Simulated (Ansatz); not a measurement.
Consider the redistribution: `OB(O)BS` + `F[SiH2][S][AlH2]` → `[AlH2][S]BS` + `OB(O)[SiH2]F`.

Computed with Ansatz on PBE0-D4/def2-TZVP structures; ΔE is electronic, products minus reactants. CBS: MP2 limit from def2 TZ/QZ plus the TZ coupled-cluster correction, frozen cores. Functionals use def2-TZVPP. One conformer a species, not always the lowest.

| species | PBE energy (Eh) |
| --- | --- |
| `OB(O)BS` | -600.55252 |
| `F[SiH2][S][AlH2]` | -1031.99238 |
| `[AlH2][S]BS` | -1065.65407 |
| `OB(O)[SiH2]F` | -566.88279 |

Q: Work out ΔE.

A: ΔE = (-1065.65407) + (-566.88279) − (-600.55252) − (-1031.99238) = 0.00804 Eh = +21.1 kJ/mol. CCSD(T)/CBS gives +30.5 kJ/mol.

Q: What do rigid-rotor, harmonic-oscillator terms from PBE0-D4/def2-TZVP frequencies (298.15 K, 1 bar) make of the CCSD(T)/CBS value? (Best estimate.)

A: Computed: ΔZPE = -2.3 kJ/mol, ΔH = +28.6 kJ/mol, ΔS = 2 J/(mol·K), ΔG = +27.9 kJ/mol. Modes under 50 cm⁻¹ make the entropy rough.

Largest T1 diagnostic among the species: 0.015.

At CCSD(T), def2-SVP lies −8.6 kJ/mol from the extrapolated value and def2-TZVPP −2.1 kJ/mol. From PBE to PBE0 (25 % exact exchange), in def2-TZVPP and without D4, ΔE moves by +4.1 kJ/mol. In def2-TZVPP, CCSD(T) changes the Hartree–Fock value by −5.8 kJ/mol (the triples alone add −1.6 kJ/mol) and MP2 by −5.7 kJ/mol.
